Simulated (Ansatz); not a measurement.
Two isomers of CH10N2Si2: A = `CN[SiH2][SiH2]N`, B = `CN[SiH](N)[SiH3]`.

Calculated with Ansatz (gas phase, PBE0-D4/def2-TZVP geometries, no zero-point term in ΔE). CBS: MP2 limit from def2 TZ/QZ plus the TZ coupled-cluster correction, frozen cores. Functionals use def2-TZVPP. B3LYP here is the variant with VWN-RPA as its local correlation; programs differ in this. One conformer a species, not always the lowest.

Which isomer does CCSD(T)/CBS put lower? Give the gap. (Estimate.)

Computed: B, by 22.8 kJ/mol.

Give E(B) − E(A) in kJ/mol with B3LYP-D4, CCSD(T)/def2-TZVPP, r2SCAN-D4, MP2/def2-TZVPP, ωB97M-V, B3LYP, PBE0-D4. (An estimate is asked.)

The calculation gave: B3LYP-D4 -21.8, CCSD(T)/def2-TZVPP -22.4, r2SCAN-D4 -24.5, MP2/def2-TZVPP -21.8, ωB97M-V -21.8, B3LYP -22.6, PBE0-D4 -22.4. None reverses the order clearly.

Largest T1 diagnostic: 0.011.
